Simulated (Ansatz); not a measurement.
```yaml
crystal:
  periodic: [false, false, false]
  atoms:
    - {symbol: N, position_ang: [1.224299, -4.385131, -1.443685]}
    - {symbol: C, position_ang: [0.805082, -3.055448, -1.088004]}
    - {symbol: C, position_ang: [0.281044, -1.406210, -0.653879]}
    - {symbol: C, position_ang: [-0.765489, -0.516341, -1.727987]}
    - {symbol: C, position_ang: [-1.272465, 1.082621, -1.305508]}
    - {symbol: C, position_ang: [-0.746565, 1.802735, 0.176735]}
    - {symbol: C, position_ang: [0.299952, 0.911822, 1.249994]}
    - {symbol: C, position_ang: [0.843383, 1.653003, 2.779177]}
    - {symbol: N, position_ang: [1.278218, 2.256241, 4.010976]}
    - {symbol: C, position_ang: [0.817931, -0.695950, 0.839196]}
    - {symbol: H, position_ang: [-1.172058, -1.087662, -2.885555]}
    - {symbol: H, position_ang: [-2.084771, 1.773802, -2.138955]}
    - {symbol: H, position_ang: [-1.138270, 3.053147, 0.515421]}
    - {symbol: H, position_ang: [1.629695, -1.386627, 1.672048]}
basis:
  gaussian: {orbitals: cc-pVDZ}
magnetization: {spin_polarized: true, initial_magnetization: 3}
hamiltonian: {xc: {name: wB97M-V}}
output: {forces: true}
```

```sh
$ ansatz run in.yaml --threads 2 --pin off --events-out ev --progress --plain --max-ram 32768MiB --backend cpu
```

Output, abridged:

```
Error: a molecule whose nuclei and cores have a total charge of 66 cannot have a net charge of 0 together with 3 unpaired electrons
```

Q: Something in this input is off. What?

A: The number of unpaired electrons doesn't fit the electron count. The program refused the input.
